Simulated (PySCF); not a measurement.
Species: C3H9F2NSi2.
Cartesian coordinates in Å at the GFN2-xTB level; atoms count from 1:
```xyz
17
C3H9F2NSi2 angstrom
F     -2.1105   -1.1821    1.1259
C     -2.1419   -0.4098   -0.0157
C     -0.7695    0.1596   -0.3220
C      0.2069   -0.9376   -0.7766
Si     1.9792   -0.3087   -0.5673
F      2.5084    0.4143   -1.9156
N      1.6663    0.8759    0.6443
Si     0.0198    1.1108    1.1397
H     -2.8722    0.3844    0.1722
H     -2.5072   -1.0657   -0.8154
H     -0.9073    0.8612   -1.1502
H      0.0605   -1.8127   -0.1423
H     -0.0161   -1.2500   -1.7982
H      3.0335   -1.2470   -0.2334
H      2.4132    1.3779    1.0893
H     -0.3339    2.5335    1.1080
H     -0.2363    0.5080    2.4473
```

The closed-shell SCF was solved with PySCF and density fitting under several settings on one GFN2-xTB geometry (grid level 2 and gas phase unless stated).

```csv
settings,basis functions,SCF cycles,E (Eh),HOMO (eV),LUMO (eV),dipole (D)
BHandHLYP/pcseg-1,165,12,-952.9910,-9.03,1.12,0.76
"B97-2/def2-SVPD, grid level 3, start guess vsap",246,14,-952.7482,-7.50,0.18,0.67
```

Q: Estimate the rows for these settings: (1) OLYP/6-311G**; (2) PW91/6-31++G**, IEF-PCM dimethylsulfoxide, level shift 0.2 Eh, start guess sap.

A: 
```csv
settings,basis functions,SCF cycles,E (Eh),HOMO (eV),LUMO (eV),dipole (D)
OLYP/6-311G**,214,15,-953.2438,-6.15,-0.30,0.68
"PW91/6-31++G**, IEF-PCM dimethylsulfoxide, level shift 0.2 Eh, start guess sap",206,18,-953.1042,-6.25,-0.71,0.93
```

Q: Over all rows, what range does the HOMO–LUMO gap span?

A: From 5.54 eV (PW91/6-31++G**, IEF-PCM dimethylsulfoxide, level shift 0.2 Eh, start guess sap) to 10.15 eV (BHandHLYP/pcseg-1). The functional of the narrowest has no exact exchange, that of the widest 50 % exact exchange.

Q: And the dipole moment?

A: From 0.67 D (B97-2/def2-SVPD, grid level 3, start guess vsap) to 0.93 D (PW91/6-31++G**, IEF-PCM dimethylsulfoxide, level shift 0.2 Eh, start guess sap); the largest is 1.39 times the smallest, and the median is 0.72 D.

Whole jobs, the steps after the SCF included, on one thread of an Intel Xeon at 2.50 GHz, no GPU, shared host:

| settings | work after the SCF | wall time | peak memory |
| --- | --- | --- | --- |
| BHandHLYP/pcseg-1 | spin–spin couplings from 17 perturbed nuclei, spin–dipole term for 5 of them | 2.8 min | 0.89 GiB |
| B97-2/def2-SVPD, grid level 3, start guess vsap | 1 singlet by full TDDFT, 5 Tamm–Dancoff triplets, polarisability | 2.8 min | 0.94 GiB |
| OLYP/6-311G** | shieldings, ring-centre shieldings | 2.3 min | 0.75 GiB |
| PW91/6-31++G**, IEF-PCM dimethylsulfoxide, level shift 0.2 Eh, start guess sap | 1 singlet by TDA, 2 Tamm–Dancoff triplets, polarisability | 99 s | 0.85 GiB |

Cycle counts include a coarse-grid stage where the run had one. All basis functions are spherical, in the Pople sets too. The structure is a single GFN2-xTB conformer; no vibrational corrections.
